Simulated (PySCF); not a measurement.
Excitations are Tamm–Dancoff values on a coarser integration grid. The basis has no diffuse functions, so Rydberg states are missing or too high.

Cartesian coordinates (Å):
SMILES: CCC(CC)CC
```xyz
23

C     -0.4060     2.4565     0.5347
C     -0.8082     1.2840    -0.3621
C      0.0022    -0.0104    -0.1458
C     -0.6909    -1.2225    -0.8010
C     -1.9838    -1.6747    -0.1194
C      1.4525     0.1454    -0.6471
C      2.4238    -0.9327    -0.1624
H     -0.5249     2.1980     1.6079
H      0.6509     2.7584     0.3845
H     -1.0314     3.3502     0.3361
H     -0.7210     1.5776    -1.4330
H     -1.8857     1.0692    -0.1993
H      0.0448    -0.2011     0.9542
H     -0.8903    -0.9775    -1.8692
H      0.0163    -2.0788    -0.8193
H     -2.4249    -2.5533    -0.6320
H     -2.7570    -0.8791    -0.1129
H     -1.7992    -1.9627     0.9369
H      1.8409     1.1372    -0.3323
H      1.4380     0.1705    -1.7606
H      2.1213    -1.9493    -0.4879
H      2.4845    -0.9468     0.9462
H      3.4478    -0.7579    -0.5499
```
Charge 0, multiplicity 1.

### Question
What dipole moment, S1 excitation (TDA) and HOMO does PBE-D3(BJ)/def2-TZVP // PBE-D3(BJ)/def2-SVP run with PySCF 2.14.0 give?

### Answer

The dipole moment is 0.04 D and the S1 excitation (TDA) comes out as 7.71 eV. The HOMO comes out as -7.18 eV.
